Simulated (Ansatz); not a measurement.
Basis-set extrapolation for FH₅OSSi₂, SMILES `O[Si](F)([SiH3])S` (PBE0-D4/def2-TZVP geometry, frozen core, Ansatz 0.2.0). Multiplicity 1, RHF reference.

|  | def2-TZVPP | def2-QZVPP |
| --- | --- | --- |
| HF | -1152.881353 | -1152.919417 |
| MP2 correlation | -0.908843 | -0.988620 |
| CCSD(T) correlation | -0.992103 | not run |

Energies in hartree. Use E(X) = E(∞) + A·exp(−7.88·√X) for Hartree–Fock and E(X) = E(∞) + B·X^(−2.97) for correlation, with X = 3 and 4, and add CCSD(T) minus MP2 of the smaller set to the MP2 limit.

Problem. What is the CCSD(T) energy at the basis-set limit?

Solution. HF limit: -1152.919417 + (-0.038064) × 0.13774 = -1152.92466. MP2 limit: -0.988620 + (-0.079777) × 0.74074 = -1.04771. Higher-order term: -0.992103 − (-0.908843) = -0.08326. Total: -1154.05563 hartree, 478.3 kJ/mol below CCSD(T)/def2-TZVPP.
